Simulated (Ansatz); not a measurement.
Frontier orbitals of C2H3FSi, SMILES `F[SiH]1C=C1`.

Cartesian coordinates in Å:
```
F 1.841 -0.201 1.228
Si 0.481 -0.586 0.487
C -0.783 0.618 0.136
C -0.086 0.275 -0.964
H 0.255 -2.009 0.787
H -1.591 1.314 0.327
H -0.116 0.589 -2.001
```

Total charge 0; spin multiplicity 1. The structure was optimised at the PBE0-D4/def2-TZVP level. Basis def2-TZVPP, Ansatz 0.2.0.

A caution on the coupled-cluster cation, which keeps the state that its UHF reference found: large T1 diagnostic of the cation.

Question: Compute the vertical ionisation energy as the energy of the cation minus that of the neutral molecule, at each level. (Best estimate.)

Answer: Ansatz gave: 
```csv
level,IE (eV),difference from CCSD(T)/CBS(def2)
PBE-D4/def2-TZVPP,9.96,-0.34
r2SCAN-D4/def2-TZVPP,10.04,-0.27
PBE0-D4/def2-TZVPP,10.13,-0.17
B3LYP-D4/def2-TZVPP,10.18,-0.12
ωB97X-V/def2-TZVPP,10.18,-0.12
ωB97M-V/def2-TZVPP,10.18,-0.13
B2PLYP/def2-TZVPP,10.09,-0.22
HF/def2-TZVPP,9.49,-0.81
MP2/def2-TZVPP,10.36,0.06
CCSD/def2-TZVPP,10.18,-0.13
CCSD(T)/def2-TZVPP,10.17,-0.14
HF/def2-QZVPP,9.49,-0.82
MP2/def2-QZVPP,10.44,0.14
HF/CBS(def2),9.49,-0.82
MP2/CBS(def2),10.50,0.20
CCSD/CBS(def2),10.32,0.01
CCSD(T)/CBS(def2),10.30,0.00
```

B3LYP here is the variant with VWN-RPA as its local correlation; programs differ in this.
